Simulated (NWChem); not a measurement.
tin monoxide (SnO, singlet); SMILES [O]=[Sn]

```xyz
2

Sn     0.0000     0.0000     0.2662
O      0.0000     0.0000    -1.5723
```
Atoms are numbered in this order, from 1.

Results from NWChem. Low-valent species are run as closed-shell singlets; no triplet was tried in these runs. All runs use the structure optimised with PBE0/def2-SVP (def2 core potentials past Kr). GIAO values for the isolated, static molecule; σ is the absolute isotropic shielding, δ = σ(reference) − σ with the isolated reference molecule computed at the same levels (17O: water). Spin-orbit effects, on the heavy nuclei and on their neighbours, are missing.

For level PBE0/x2c-SVPall-s, scalar ZORA without spin-orbit coupling:

| Item | Result |
|---|---|
| σ Sn1 (ppm) | 1643.8 |
| δ O2 (ppm) | 1019.2 |

Q: Estimate the same quantities for level PBE/x2c-SVPall-s, scalar ZORA without spin-orbit coupling.

A: 
- σ Sn1 (ppm): 1818.6
- δ O2 (ppm): 984.9
